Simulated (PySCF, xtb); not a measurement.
F2H5NSi2, SMILES [SiH3]N[SiH](F)F. One conformer was computed; it need not be the lowest.

Harmonic wavenumbers (cm⁻¹) from GFN2-xTB in xtb 6.7.1 at its own minimum, in rising order: 36, 63, 122, 200, 251, 288, 313, 573, 579, 646, 669, 727, 750, 788, 804, 842, 889, 1019, 1200, 2215, 2265, 2302, 2449, 3483.

Q: What does PySCF with TPSSh-D3(BJ)/def2-SVP give at its own minimum? (Estimate from the structure and the level; the computed values follow.)

A: 28, 81, 176, 226, 274, 371, 445, 619, 722, 783, 828, 853, 895, 943, 952, 959, 973, 1018, 1210, 2251, 2258, 2280, 2369, 3535. Paired by order, the mean absolute difference is 76 cm⁻¹ and the zero-point energies are 33.6 and 35.8 kcal/mol.
